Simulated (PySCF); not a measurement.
How methods differ on the ionisation energy of Cr

Cr [Ar] 3d5 4s1 (7S) → Cr⁺ [Ar] 3d5 (6S), as a difference of total energies. Calculation: PySCF 2.14, in cc-pVDZ (6s5p3d1f, 43 functions); the non-relativistic Hamiltonian (point nucleus). Correlated levels: valence: [Ar] frozen. The calculations carry no spin-orbit coupling.

```json
{"method": "UHF", "ionisation energy (eV)": "5.911", "difference from reference (eV)": "-0.856"}
{"method": "M06-L", "ionisation energy (eV)": "6.725", "difference from reference (eV)": "-0.042"}
{"method": "MP2 (valence)", "ionisation energy (eV)": "6.322", "difference from reference (eV)": "-0.445"}
{"method": "SCS-MP2 (valence)", "ionisation energy (eV)": "6.048", "difference from reference (eV)": "-0.719"}
```

Reference: 6.767 eV (measured; NIST Atomic Spectra Database, ionization energies).

These non-relativistic numbers lack the scalar-relativistic shift.

Errors of the correlated levels include the incompleteness of this basis and the frozen core.
